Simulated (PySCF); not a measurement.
Be(Br)(NH2) (BeBrH2N), SMILES [NH2][Be][Br]. Geometry: PBE0-D3(BJ)/def2-TZVP. The values are those of a single conformer.

The numbers are results of PBE0-D3(BJ)/def2-TZVP in PySCF 2.14.0, not measurements.

Harmonic wavenumbers (cm⁻¹): 209, 258, 366, 421, 673, 1287, 1570, 3622, 3705. Rotational constants (GHz): 368.5, 2.751, 2.731; symmetry number 2.

Problem. Work out the zero-point energy and the ideal-gas rigid-rotor harmonic-oscillator thermochemistry at 298.15 K and 1 atm.

Solution. ZPE = ½ Σ hcν = ½ × 12110 cm⁻¹ = 72.43 kJ/mol. H − E(el) = 87.06 kJ/mol. Entropy in J/(mol K): translation 166.78, rotation 87.45, vibration 25.49, total 279.72. G − E(el) = 3.66 kJ/mol. Cp = 65.22 J/(mol K).
